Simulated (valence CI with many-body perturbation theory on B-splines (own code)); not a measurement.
# Zn¹⁷⁺: calculated level list

Method: valence CI with perturbative core correlation (CI+MBPT): three valence electrons over a frozen Dirac-Fock core [Ne], a basis of 11 s, 11 p, 9 d, 7 f, 5 g, 2 h, 1 i functions for each j, with the one-electron correlation potential Σ1 (screened to all orders), the two-electron term Σ2, the three-electron term Σ3, Breit, model QED; selected single and double excitations, second order for the rest (own B-spline code, finite nucleus).

No measured spectrum was set against this ion. As an estimate, levels of excited configurations hold to 0.05 to 0.15 % of their energy, terms of the ground configuration to about 0.5 %.

Levels 1 to 45 of 66, with energies above the lowest level, 3s2 3p 2P°_1/2. "Leading %" is the weight of the configuration and term that name the level; weights of strongly mixed levels are sums over their largest components and can fall short. Lifetimes count E1, E2, E3, M1 and M2 decay at the calculated energies, and are blank where another channel may lead or the interval is too uncertain; long ones can be off by a factor of two.

```tsv
No.	Configuration	Term	J	E (eV)	Leading %	g	Second component	Lifetime
1	3s2 3p	2P°	1/2	0.00	98	0.664		
2	3s2 3p	2P°	3/2	4.90	97	1.333		1.80 ms
3	3s 3p2	4P	1/2	36.61	97	2.645		6.79 ns
4	3s 3p2	4P	3/2	38.82	99	1.728		40.7 ns
5	3s 3p2	4P	5/2	41.10	93	1.575	6 % 3s 3p2 2D	8.15 ns
6	3s 3p2	2D	3/2	49.40	85	0.813	11 % 3s2 3d 2D	226 ps
7	3s 3p2	2D	5/2	50.31	82	1.224	11 % 3s2 3d 2D	358 ps
8	3s 3p2	2S	1/2	58.63	54	1.450	41 % 3s 3p2 2P	29.2 ps
9	3s 3p2	2P	1/2	63.69	56	1.239	42 % 3s 3p2 2S	24.1 ps
10	3s 3p2	2P	3/2	65.06	94	1.322		17.2 ps
11	3s2 3d	2D	3/2	75.54	85	0.800	12 % 3s 3p2 2D	16.9 ps
12	3s2 3d	2D	5/2	76.16	86	1.199	11 % 3s 3p2 2D	19.7 ps
13	3p3	2D°	3/2	93.33	52	1.004	22 % 3s 3p 3d 2D°	82.1 ps
14	3p3	2D°	5/2	94.91	68	1.198	30 % 3s 3p 3d 2D°	163 ps
15	3p3	4S°	3/2	95.97	80	1.776	11 % 3p3 2D°	23.2 ps
16	3s 3p 3d	4F°	3/2	102.80	96	0.418		928 ps
17	3s 3p 3d	4F°	5/2	103.85	96	1.035		868 ps
18	3p3	2P°	1/2	104.52	81	0.664	17 % 3s 3p 3d 2P°	41.0 ps
19	3s 3p 3d	4F°	7/2	105.42	97	1.242		904 ps
20	3p3	2P°	3/2	105.99	64	1.338	13 % 3s 3p 3d 2P°	41.6 ps
21	3s 3p 3d	4F°	9/2	107.77	100	1.333		
22	3s 3p 3d	4P°	5/2	110.34	60	1.492	30 % 3s 3p 3d 4D°	26.6 ps
23	3s 3p 3d	4D°	3/2	110.80	63	1.364	33 % 3s 3p 3d 4P°	21.1 ps
24	3s 3p 3d	4D°	1/2	111.03	89	0.256	9 % 3s 3p 3d 4P°	18.2 ps
25	3s 3p 3d	4D°	7/2	113.65	96	1.421		19.6 ps
26	3s 3p 3d	4D°	5/2	113.81	68	1.405	23 % 3s 3p 3d 4P°	20.3 ps
27	3s 3p 3d	4P°	1/2	113.91	90	2.413	10 % 3s 3p 3d 4D°	27.0 ps
28	3s 3p 3d	4P°	3/2	113.93	62	1.516	35 % 3s 3p 3d 4D°	23.7 ps
29	3s 3p 3d	2D°	3/2	115.69	73	0.847	18 % 3p3 2D°	20.7 ps
30	3s 3p 3d	2D°	5/2	115.90	60	1.231	15 % 3s 3p 3d 4P°	23.0 ps
31	3s 3p 3d	2F°	5/2	118.93	90	0.891	8 % 3s 3p 3d 2D°	40.5 ps
32	3s 3p 3d	2F°	7/2	122.68	99	1.142		38.2 ps
33	3s 3p 3d	2P°	3/2	128.49	68	1.251	14 % 3p3 2P°	13.8 ps
34	3s 3p 3d	2P°	1/2	130.84	88	0.663	10 % 3p3 2P°	17.2 ps
35	3s 3p 3d	2F°	7/2	130.94	97	1.144		14.9 ps
36	3s 3p 3d	2F°	5/2	131.56	95	0.866		13.9 ps
37	3s 3p 3d	2P°	1/2	134.18	90	0.662	5 % 3p3 2P°	11.2 ps
38	3s 3p 3d	2D°	3/2	134.55	55	1.003	37 % 3s 3p 3d 2P°	10.9 ps
39	3s 3p 3d	2D°	5/2	135.16	82	1.188	12 % 3p3 2D°	9.73 ps
40	3s 3p 3d	2P°	3/2	135.20	68	1.205	19 % 3s 3p 3d 2D°	11.0 ps
41	3p2 3d	4F	3/2	154.35	86	0.487	5 % 3p2 3d 4D	43.2 ps
42	3p2 3d	2F	5/2	154.57	85	0.873	11 % 3s 3d2 2F	112 ps
43	3p2 3d	4F	5/2	155.71	88	1.065	9 % 3p2 3d 4D	42.3 ps
44	3p2 3d	2F	7/2	156.13	72	1.161	10 % 3s 3d2 2F	83.8 ps
45	3p2 3d	4F	7/2	157.52	82	1.252	12 % 3p2 3d 4D	42.4 ps
```

Names give the largest LS component (configuration and term), which can be under half, so a name can repeat, a term be missing and a line seem to break the LS rules; names also repeat where a configuration has a term twice.

Where two levels of one J and parity lie close, their mixing, g and order are uncertain.

The ionisation energy to 3s2 1S_0 of the next ion comes out as 617.64 eV (NIST: 613.3 ± 2.4 eV (semi-empirical)). All 66 levels together are meant to be complete up to 179.39 eV.
